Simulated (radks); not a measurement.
Question: Species: Ce2+. Configuration: [Xe] 4f2. Method: Dirac Kohn-Sham, HCTH/407, spin-unpolarised, spherical densities, finite nucleus; open shells are shared between the two j in proportion to 2j + 1; Fermi nuclear charge, rms radius 4.8771 fm; computed with a radial shooting solver on a logarithmic mesh with Libxc functionals. Some entries of the table are withheld. Estimate them.

| orbital | occ. | eigenvalue (eV) | <1/r> (bohr^-1) |
|---|---|---|---|
| 1s1/2 | 2 | -40227.49 | 63.31 |
| 2s1/2 | 2 | -6451.538 | 14.93 |
| 2p1/2 | 2 | -6094.852 | 14.92 |
| 2p3/2 | 4 | -5648.228 | 13.51 |
| 3s1/2 | 2 | -1394.652 | 5.392 |
| 3p1/2 | 2 | -1243.173 | (1) |
| 3p3/2 | 4 | -1155.215 | (2) |
| 3d3/2 | 4 | -889.9230 | 4.825 |
| 3d5/2 | 6 | -870.9755 | 4.736 |
| 4s1/2 | 2 | -287.3180 | 2.231 |
| 4p1/2 | 2 | -230.9881 | (3) |
| 4p3/2 | 4 | -212.1896 | (4) |
| 4d3/2 | 4 | -119.6199 | (5) |
| 4d5/2 | 6 | -116.3372 | (6) |
| 5s1/2 | 2 | -50.3092 | 0.8615 |
| 5p1/2 | 2 | -35.2987 | 0.7586 |
| 5p3/2 | 4 | -32.6855 | 0.7190 |
| 4f5/2 | 0.857143 | -13.7733 | 1.155 |
| 5d3/2 | 0 | -13.6667 | 0.4829 |
| 4f7/2 | 1.14286 | -13.4724 | 1.142 |
| 5d5/2 | 0 | -13.4414 | 0.4752 |
| 6s1/2 | 0 | -13.1322 | 0.3390 |
| 6p1/2 | 0 | -9.7672 | 0.2951 |
| 6p3/2 | 0 | -9.3428 | 0.2863 |

Answer: 
(1) 3p1/2 <1/r> (bohr^-1): 5.308
(2) 3p3/2 <1/r> (bohr^-1): 4.957
(3) 4p1/2 <1/r> (bohr^-1): 2.127
(4) 4p3/2 <1/r> (bohr^-1): 2.011
(5) 4d3/2 <1/r> (bohr^-1): 1.791
(6) 4d5/2 <1/r> (bohr^-1): 1.762
